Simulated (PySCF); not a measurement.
**Ho⁴⁶⁺: ionisation energy**

Ho⁴⁶⁺ [Ar] 3d3 [3d3/2^3, M_J = 3/2] → Ho⁴⁷⁺ [Ar] 3d2 [3d3/2^2, M_J = 2], as a difference of total energies. Calculation: PySCF 2.14, in an uncontracted even-tempered set (16 s from 11 bohr⁻², ratio 2.8; 12 p from 15 bohr⁻², ratio 2.8; 8 d from 15 bohr⁻², ratio 2.8; 3 f from 47 bohr⁻², ratio 3); the two-component X2C-1e Hamiltonian. Correlated levels: [Ne] frozen; the 74 highest virtual spinors dropped. "Screened" scales the spin-orbit matrix elements by Boettger's factors to mimic the two-electron term; Breit and QED terms are absent.

```tsv
method	ionisation energy (eV)
GHF (spin-free)	3864.4
GMP2 (spin-free)	3864.2
GHF (screened spin-orbit)	3880.8
GMP2 (screened spin-orbit)	3881.6
```

Breit and QED terms and the two-electron picture change are absent.

The spin-free rows relax to the high-spin LS determinant and lack the spin-orbit shift.

The labels give the starting determinants; with spin-orbit coupling the two ends relaxed to ⟨J²⟩ = 3.79, ⟨L²⟩ = 7.86, ⟨S²⟩ = 2.12 and ⟨J²⟩ = 6.02, ⟨L²⟩ = 10.21, ⟨S²⟩ = 1.54.

For comparison: 3880 ± 4 eV (theoretical estimate listed by NIST; NIST Atomic Spectra Database, ionization energies).
